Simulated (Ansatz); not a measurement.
# BFH2Si2: where a starting geometry ends

The starting geometry of this gas-phase singlet was optimised with GFN2-xTB.

```xyz
6

B     0.6997    2.2532    0.0215
F     0.6802    2.8846    1.2308
Si    0.1883    0.4326    0.0436
Si   -0.3332   -1.6582    0.4755
H     1.0488    2.9395   -0.8759
H    -0.2610   -2.1725   -0.9472
```

Predict what it relaxes into with B3LYP-D3(BJ)/def2-SVP.

A new bond forms, giving a structure with H6 bridging Si3 and Si4, given below by its coordinates. Distances that change by over a tenth: Si4–H6 (1.51 → 1.69 Å). Contacts that close: Si3–H6 (2.82 → 1.72 Å).

The energy falls by 0.66 eV over 29 steps:

| step | E − E(last) (eV) |
| --- | --- |
| 1 | 0.657 |
| 4 | 0.483 |
| 7 | 0.468 |
| 10 | 0.467 |
| 13 | 0.438 |
| 17 | 0.271 |
| 20 | 0.045 |
| 23 | 0.001 |
| 26 | 0.000 |
| 29 | 0.000 |

Final geometry (Å):

```xyz
6

B     0.5875    1.7211    0.0510
F     0.6950    2.5589    1.0786
Si   -0.9574    0.4174    0.0535
Si    0.4072   -1.2227    0.5788
H     1.3534    1.8636   -0.8735
H    -0.0631   -0.6591   -0.9401
```

Frequencies at the end are all real (lowest 48 cm⁻¹). Run with Ansatz 0.2.0, 49 s on 1 thread of Intel(R) Xeon(R) Platinum 8488C (Sapphire Rapids), with other jobs on the host.
